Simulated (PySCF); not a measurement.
C4H8S, SMILES C(CCS)=C, GFN2-xTB optimised geometry.

```
13

C      2.08    -0.82     0.00
C      0.77    -0.82     0.00
C     -0.08     0.42     0.00
C     -0.95     0.46     1.25
S     -1.96     1.98     1.34
H      2.65     0.10    -0.01
H      2.66    -1.73     0.00
H      0.22    -1.75     0.01
H     -0.72     0.42    -0.89
H      0.55     1.30    -0.04
H     -1.62    -0.39     1.30
H     -0.33     0.48     2.15
H     -2.66     1.75     0.22
```

Density from PBE0/def2-TZVP run with PySCF at that geometry.

Minimum of the electron density along straight lines between bonded atoms, close to the bond critical point (lines longer than 1.1 times the sum of covalent radii, or with two minima, are not listed):

| bond | length / Å | ρ at the minimum / e bohr⁻³ | ∇²ρ there / e bohr⁻⁵ | position (fraction from the first atom) |
|---|---|---|---|---|
| C1–C2 | 1.319 | 0.360 | -1.13 | 0.50 |
| C2–C3 | 1.497 | 0.262 | -0.69 | 0.51 |
| C3–C4 | 1.525 | ___ | ___ | 0.49 |
| C4–S5 | 1.827 | ___ | -0.28 | 0.47 |
| C1–H6 | 1.078 | 0.287 | -1.02 | 0.64 |
| C1–H7 | 1.077 | 0.288 | -1.03 | 0.64 |
| C2–H8 | 1.083 | 0.286 | -1.01 | 0.64 |
| C3–H9 | 1.095 | 0.276 | -0.94 | 0.64 |
| C3–H10 | 1.091 | 0.281 | -0.97 | 0.64 |
| C4–H11 | 1.090 | 0.282 | -0.98 | 0.65 |
| C4–H12 | 1.090 | 0.282 | -0.98 | 0.65 |
| S5–H13 | 1.332 | 0.221 | -0.66 | 0.63 |

Task: What belongs in the gaps?

Result: 
- C3–C4, ρ at the minimum / e bohr⁻³: 0.247
- C3–C4, ∇²ρ there / e bohr⁻⁵: -0.61
- C4–S5, ρ at the minimum / e bohr⁻³: 0.177
